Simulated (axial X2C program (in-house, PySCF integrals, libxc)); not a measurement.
## Outer orbitals of HgH at 1.745 Å, HF

Computed with an in-house all-electron X2C program for linear molecules (integrals from PySCF). Spin-free means the one-electron spin-free X2C Hamiltonian; two-component (2c) means X2C with spin–orbit coupling and atomic mean-field two-electron Coulomb and Gaunt terms, so the difference of the two also holds small scalar two-electron terms. Basis: Hg dyall-cv3z [13s14p9d6f4g], H dyall-v3z [6s2p1d] (cores contracted in-house); Gaussian nuclei, density fitting, unrestricted open shells. Masses: Hg 201.971 u, H 1.008 u.

The distance is close to the 2c PBE0 minimum; the highest filled and lowest empty levels are listed.

Spin-free orbitals, state M_S = 1/2, Λ = 0 (beyond evenly filled blocks: σα) (Löwdin shares):

```csv
symmetry,occupied,ε (eV),atomic character
σα,yes,-18.40,"84% Hg d, 13% H s"
σβ,yes,-17.46,"91% Hg d, 6% H s"
π-α,yes,-17.36,99% Hg d
π+α,yes,-17.36,99% Hg d
δ+α,yes,-17.34,100% Hg d
δ-α,yes,-17.34,100% Hg d
δ-β,yes,-17.30,100% Hg d
δ+β,yes,-17.30,100% Hg d
π+β,yes,-17.22,99% Hg d
π-β,yes,-17.22,99% Hg d
σα,yes,-12.74,"44% H s, 38% Hg s, 14% Hg d"
σβ,yes,-10.95,"51% Hg s, 39% H s, 5% Hg p"
σα,yes,-8.02,"44% Hg p, 39% Hg s, 13% H s"
σβ,no,0.55,"61% Hg p, 26% Hg s, 9% H s"
π+α,no,0.89,99% Hg p
π-α,no,0.89,99% Hg p
π-β,no,1.12,99% Hg p
π+β,no,1.12,99% Hg p
```

Spinors with spin–orbit coupling (state Ω = 1/2):

```tsv
ω	occupied	ε (eV)	atomic character	λ mixture
1/2	yes	-19.04	90% Hg d, 8% H s	69% σ, 31% π
-1/2	yes	-18.62	96% Hg d, 2% H s	58% π, 42% σ
3/2	yes	-18.55	100% Hg d	79% δ, 21% π
-3/2	yes	-18.54	100% Hg d	82% δ, 18% π
1/2	yes	-17.04	91% Hg d, 6% H s	68% π, 32% σ
-1/2	yes	-16.64	93% Hg d, 5% H s	58% σ, 42% π
3/2	yes	-16.54	99% Hg d	79% π, 21% δ
5/2	yes	-16.53	100% Hg d	100% δ
-5/2	yes	-16.50	100% Hg d	100% δ
-3/2	yes	-16.43	99% Hg d	82% π, 18% δ
1/2	yes	-12.71	43% H s, 38% Hg s, 15% Hg d	99% σ, 1% π
-1/2	yes	-11.00	51% Hg s, 38% H s, 5% Hg p	100% σ
1/2	yes	-8.09	45% Hg p, 38% Hg s, 13% H s	99% σ, 1% π
-1/2	no	0.53	62% Hg p, 26% Hg s, 8% H s	96% σ, 4% π
-1/2	no	0.82	98% Hg p	96% π, 4% σ
3/2	no	0.97	99% Hg p	100% π
1/2	no	1.07	99% Hg p	99% π, 1% σ
```

(1) How does the gap between the highest filled and lowest empty level change from the spin-free to the 2c table?

Mulliken charges and populations of the two-component result (they depend on the basis, above all on diffuse functions):

Hg 0.17 e (s 11.46 p 24.44 d 29.92 f 14.01), H -0.17 e (s 1.15 p 0.02). ⟨Lz⟩ = 0.01 ħ and ⟨Sz⟩ = 0.49 ħ (0.26 and 0.23 on the two atoms), which add up to Ω.

The state is a single determinant with fixed occupations, the lowest that a limited PBE0 search found.

Answers

(1) From 8.57 to 8.62 eV at HF, a change of 0.05 eV.
